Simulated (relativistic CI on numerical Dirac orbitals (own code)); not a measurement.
Calculated at this level of theory: Dirac-Coulomb-Breit CI, orbitals from a KLI potential per configuration, a model potential for QED, unscaled Slater integrals (own radial code, finite nucleus).

The strongest absorption lines from the ground level of an ion, among the configurations computed and to levels below about 9080 eV (vacuum wavelength in nm, gf): 0.15579 (0.68), 0.18746 (1.5), 0.18750 (0.88), 0.18753 (2), 0.18811 (0.93), 0.20325 (1.9), 0.20404 (2.1), 0.20413 (2.5).

Task: Which ion is it?
A. Pm LI
B. I XLV
C. Pm LV
D. Pm LIII

Result: D. Pm LIII has 9 electrons and the ground level 2s²2p⁵ ²P°3/2; the strongest line goes to 2s²2p⁴3d ²D5/2. The pattern of lines fixes the number of electrons, and along that sequence the line energies rise steadily with the charge (about as its square where n changes within one kind of shell, about linearly where n is kept but much faster in heavy ions where fine structure, which grows about as Z⁴, sets the gap, and irregularly where shells cross), which fixes Z. Configurations outside the model, such as inner-shell arrays, can give stronger lines. At this charge energies of transitions that change n are usually good to better than 1 %, and those within a shell (Δn = 0) to a few per cent.

LS names give the leading component of a level, which can be under half, so a name can repeat, a term be missing and a line seem to break the LS rules.
